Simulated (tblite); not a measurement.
Start geometry of `[C]#C[C@H]1C=CCN1C` [radical] from a force field or distance geometry (Å):
```
atom  x, y, z in Å
C1    -0.7833    2.5592   -1.2665
C2    -0.6082    1.7510   -0.4054
C3    -0.3436    0.7686    0.6617
C4    -1.5713   -0.1140    0.7547
C5    -1.4321   -1.0847   -0.1575
C6    -0.1266   -0.8220   -0.8825
N7     0.5597   -0.1955    0.1878
C8     1.9233   -0.0737    0.2720
H9    -0.0595    1.2192    1.6086
H10   -2.4091   -0.0194    1.4558
H11   -2.1170   -1.9028   -0.3804
H12    0.3318   -1.7586   -1.2591
H13   -0.3652   -0.1186   -1.6929
H14    2.3441   -1.0158    0.7319
H15    2.1890    0.7329    1.0118
H16    2.4603    0.0832   -0.6515
```

**Question.** What comes out of this run: GFN2-xTB geometry optimisation, gas phase (tblite 0.8.0)?

**Answer.** 
```
atom  x, y, z in Å
C1    -0.398    2.915   -0.701
C2    -0.401    1.928   -0.024
C3    -0.418    0.657    0.764
C4    -1.715   -0.040    0.507
C5    -1.517   -1.093   -0.273
C6    -0.059   -1.247   -0.571
N7     0.559   -0.294    0.323
C8     1.892    0.151    0.036
H9    -0.245    0.940    1.810
H10   -2.650    0.346    0.869
H11   -2.255   -1.768   -0.665
H12    0.315   -2.257   -0.363
H13    0.151   -1.025   -1.631
H14    2.536   -0.718   -0.099
H15    2.260    0.741    0.874
H16    1.937    0.773   -0.868
```

The energy falls by 17.5 kcal/mol over 97 L-BFGS steps, the largest force on an atom goes from 2.99 to 0.009 eV/Å, and the atoms move by 0.610 Å rms after alignment. The bond that changes most is N7–C8 (ends: nitrogen bonded to 3 C; carbon bonded to N and 3 H), which lengthens by 0.062 Å. Bonds longer at the end by more than 0.005 Å: 6 of 16; shorter: 8. Among the angles that change most is C2–C3–H9, from 113.7° to 106.3°. Among the dihedrals that turn most is H13–C6–N7–C8, from -89° to -41°. Rotational constants go from 2820, 2423, 1738 to 2974, 2293, 1539 MHz. The orientation of the end geometry is arbitrary; only internal coordinates are fixed.

Its GFN2-xTB frequencies are all real (lowest 91 cm⁻¹). 3 starts were optimised and ended at 0.00, 0.00 and 1.97 kcal/mol (GFN2-xTB); the lowest of these is shown.

One conformer stands for the species.

The numbers are calculated, not measured.
